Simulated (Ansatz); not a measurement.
Consider the formal exchange of groups at a C–O bond: `COB(S)S` + `C[SiH2]P` → `CC[SiH2]P` + `OB(S)S`.

Program: Ansatz. Geometries: PBE0-D4/def2-TZVP. ΔE: electronic, gas phase. CCSD(T)/CBS adds triple-zeta CCSD(T) − MP2 to the extrapolated MP2 energy (def2 sets, frozen cores). This one scheme is used for every species. Functionals use def2-TZVPP. B3LYP here is the variant with VWN-RPA as its local correlation; programs differ in this. Each species was taken in one conformer, which may not be the lowest.

| level | ΔE (kcal/mol) | difference from CCSD(T)/CBS |
| --- | --- | --- |
| r2SCAN-D4 | -8.4 | 0.7 |
| B3LYP-D4 | -7.7 | 1.4 |
| ωB97M-V | -8.7 | 0.4 |
| B2PLYP | -8.0 | 1.1 |
| r2SCAN | -8.3 | 0.8 |
| PBE0 | -9.0 | 0.1 |
| HF/def2-TZVPP | -7.0 | 2.1 |
| MP2/def2-TZVPP | -9.7 | -0.6 |
| SCS-MP2/def2-TZVPP | -8.7 | 0.4 |
| CCSD/def2-TZVPP | -8.8 | 0.3 |
| CCSD(T)/def2-TZVPP | -8.8 | 0.3 |
| HF/def2-QZVPP | -6.9 | 2.2 |
| SCS-MP2/def2-QZVPP | -8.9 | 0.2 |
| HF/CBS(def2) | -6.9 | 2.2 |
| MP2/CBS(def2) | -10.1 | -1.0 |
| CCSD/CBS(def2) | -9.1 | 0.0 |
| CCSD(T)/CBS | -9.1 | 0 |

Largest T1 diagnostic among the species: 0.013.

In def2-TZVPP, CCSD(T) changes the Hartree–Fock value by −1.8 kcal/mol (the triples alone add −0.0 kcal/mol) and MP2 by −2.7 kcal/mol.

CCSD(T)/CBS has its own doubt, a few kJ/mol and more with outer-core shells, so smaller differences from it don't rank the levels.
